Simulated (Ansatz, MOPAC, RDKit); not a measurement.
## How methods differ on Br2 (SMILES BrBr)

Br2, singlet, SMILES `BrBr`. Each level relaxes the structure for itself.

Each level gives the equilibrium bond length (Å). The values are calculated.

Measured value to compare with: Huber and Herzberg, Constants of Diatomic Molecules gives the equilibrium bond length of the gas as 2.281 Å.

| level | kind | program | value (Å) | computed − measured |
| --- | --- | --- | --- | --- |
| MMFF94 | force field | RDKit | 2.300 | +0.019 |
| RM1 | semi-empirical | MOPAC | 2.283 | +0.002 |
| PM6-DH+ | semi-empirical | MOPAC | 2.328 | +0.047 |
| PM7-HH | semi-empirical | MOPAC | 2.333 | +0.052 |
| HF/STO-3G | Hartree–Fock | Ansatz | 2.286 | +0.005 |
| HF/3-21G | Hartree–Fock | Ansatz | 2.443 | +0.162 |
| HF/6-31G* (Cartesian functions) | Hartree–Fock | Ansatz | 2.282 | +0.001 |
| HF/cc-pVTZ | Hartree–Fock | Ansatz | 2.276 | -0.005 |
| PBE/def2-SVP | GGA | Ansatz | 2.326 | +0.045 |
| PBE-D3(BJ)/def2-TZVP | GGA | Ansatz | 2.311 | +0.030 |

Nearest: HF/6-31G* (Cartesian functions) (+0.001 Å); farthest: HF/3-21G (+0.162 Å). Computed less measured by kind, in Å (of the ab initio rows, those in 6-31G*): force field +0.019; semi-empirical +0.002 to +0.052; Hartree–Fock +0.001. All-electron rows without a relativistic Hamiltonian named are non-relativistic. Without the sets that lack polarisation functions the rows with a basis span only 2.276 to 2.326 Å.
